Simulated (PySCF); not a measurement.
B3LYP has the VWN-RPA correlation part, as in Gaussian. Excitations are Tamm–Dancoff values on a coarser integration grid. The basis has no diffuse functions, so Rydberg states are missing or too high.

Cartesian coordinates (Å):
SMILES: C1=CC=CC1=C1C=C1
```xyz
14

C     -2.0693     0.1137    -0.9398
C     -0.7671     0.5296    -1.1163
C      0.0129     0.0017     0.0020
C      1.3489     0.1808     0.2103
C      2.5554    -0.0167     0.9648
C      2.6325     0.7120    -0.1561
C     -0.9027    -0.7528     0.8564
C     -2.1532    -0.6801     0.2813
H     -2.9160     0.3370    -1.6037
H     -0.3629     1.1417    -1.9328
H      3.0637    -0.4498     1.8345
H      3.2483     1.2958    -0.8506
H     -0.6182    -1.2723     1.7805
H     -3.0723    -1.1407     0.6695
```
Charge 0, spin multiplicity 1.

**Question.** What S1–T1 gap (TDA), brightest of the four lowest singlets (TDA), HOMO–LUMO gap, LUMO and total energy does B3LYP-D3(BJ)/def2-SVP // PBE-D3(BJ)/def2-SVP run with PySCF give?

**Answer.** 
The S1–T1 gap (TDA) is 0.53 eV. The brightest of the four lowest singlets (TDA) comes out as 5.31 eV and the HOMO–LUMO gap is 3.77 eV. The LUMO is -1.45 eV and the total energy comes out as -308.1197 Ha.
